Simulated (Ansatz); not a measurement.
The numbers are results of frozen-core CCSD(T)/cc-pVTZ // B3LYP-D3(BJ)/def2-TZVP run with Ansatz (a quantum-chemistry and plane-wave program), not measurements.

Ansatz 0.2 input:
```yaml
crystal:
  periodic: [false, false, false]
  atoms:
    - { symbol: C, position_ang: [-0.950905, -0.125804, -0.187136] }
    - { symbol: C, position_ang: [0.360825, 0.581374, -0.024253] }
    - { symbol: O, position_ang: [0.547173, 1.757117, -0.193459] }
    - { symbol: C, position_ang: [1.488618, -0.289411, 0.379988] }
    - { symbol: N, position_ang: [2.350244, -0.984115, 0.693975] }
    - { symbol: H, position_ang: [-0.853326, -0.913888, -0.937902] }
    - { symbol: H, position_ang: [-1.716678, 0.586939, -0.483237] }
    - { symbol: H, position_ang: [-1.225948, -0.612208, 0.752023] }
basis:
  gaussian: { orbitals: cc-pVTZ }
correlation:
  method: ccsd_t
```

Output:

```
Functional definition: HF
1124 factors; integrals over basis functions are off by at most 9.6e-4 eV
mean field evaluation 1: about -6654.3923 eV, gradient 4.5e1 eV
mean field evaluation 2: about -6654.7120 eV, gradient 4.6e1 eV
mean field evaluation 4: about -6659.2441 eV, gradient 5.3e0 eV
mean field evaluation 8: about -6659.3657 eV, gradient 7.6e-1 eV
mean field evaluation 16: about -6659.3685 eV, gradient 2.8e-6 eV
mean field -6659.36849273 eV, -244.7272782256 hartree, gradient 2.8e-6 eV, S^2 0.000000; 0 other end points of the search recorded, 0 dependent functions left out
5 core orbitals not correlated
reference -6659.36849273 eV, -244.7272782256 hartree; 13, 13 occupied and 174, 174 virtual orbitals, 1124 factors
second order -24.22276573 eV of doubles, -0.00000000 eV of singles
cycle   1  -23.65366489 eV  change    5.7e-1 eV  update   1.3e-1
cycle   2  -24.38021306 eV  change   -7.3e-1 eV  update   4.2e-2
cycle   3  -24.55409332 eV  change   -1.7e-1 eV  update   1.9e-2
cycle   4  -24.54644765 eV  change    7.6e-3 eV  update   5.6e-3
cycle   5  -24.54729626 eV  change   -8.5e-4 eV  update   2.5e-3
cycle   6  -24.54957611 eV  change   -2.3e-3 eV  update   7.4e-4
cycle   7  -24.54946212 eV  change    1.1e-4 eV  update   3.1e-4
cycle   8  -24.54936086 eV  change    1.0e-4 eV  update   9.7e-5
cycle   9  -24.54938700 eV  change   -2.6e-5 eV  update   3.9e-5
cycle  10  -24.54937029 eV  change    1.7e-5 eV  update   1.3e-5
perturbative correction -1.19902472 eV, -0.0440633458 hartree
Total energy: -6685.11688774 eV, -245.6735142895 hartree
```

Cost: around 2.2 core-minutes (rough).
